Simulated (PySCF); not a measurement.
Bonds (- single, = double, # triple, : aromatic): C1=C2, C2-C3, C3#C4, C4-C5, C5=O6, C5-C7, C7-Si8, C7-O9, O9-C10. C1 carries H11, H12; C2 carries H13; C7 carries H14; Si8 carries H15, H16, H17; C10 carries H18, H19, H20. Stereochemistry as in C=CC#CC(=O)[C@@H]([SiH3])OC. H12 is cis to C3; H11 is trans to C3.

Theoretical values (PySCF): shielding tensors at PBE0/pcSseg-1 (GIAO), structure optimised with GFN2-xTB. Gas phase, rapidly exchanging positions averaged, one conformer, no relativistic terms.

Predict the 2D correlation tables (HSQC, COSY, HMBC).

Results:



HSQC (one-bond C–H):
```tsv
δH	δC
6.59 (H12)	146.1 (C1)
6.37 (H13)	124.3 (C2)
6.32 (H11)	146.1 (C1)
3.90 (H14)	86.9 (C7)
3.65 (H18/H19/H20)	62.5 (C10)
```

COSY cross peaks (H two or three bonds apart, from the bond graph; peaks can be absent where the dihedral angle is near 90°):
```tsv
δH	δH
6.59 (H12)	6.37 (H13)
6.59 (H12)	6.32 (H11)
6.37 (H13)	6.32 (H11)
3.94 (H15/H16/H17)	3.90 (H14)
```

HMBC (two and three bonds, from the bond graph):
```tsv
δH	δC
6.59 (H12)	124.3 (C2), 100.5 (C3)
6.37 (H13)	146.1 (C1), 100.5 (C3), 94.7 (C4)
6.32 (H11)	124.3 (C2), 100.5 (C3)
3.94 (H15/H16/H17)	195.6 (C5), 86.9 (C7)
3.90 (H14)	195.6 (C5), 94.7 (C4), 62.5 (C10)
3.65 (H18/H19/H20)	86.9 (C7)
```

Chemical shifts δ = σref − σ; 1H (σ = 31.72 ppm) and 13C (σ = 186.93 ppm) vs TMS, all at this level.

Short H···H contacts in this conformer between protons four or more bonds apart (candidates for NOE cross peaks, intensity ∝ r⁻⁶): H14···H18 2.39 Å.

Shifts are as computed. Against solution values, carbons near 30 ppm lie about +3 ppm off and those near 130 ppm about +5 ppm. Of 1309 compounds with measured shifts, 239 miss one by over three times the rms of a fit or turn the order of signals round; such compounds aren't used in these exercises.
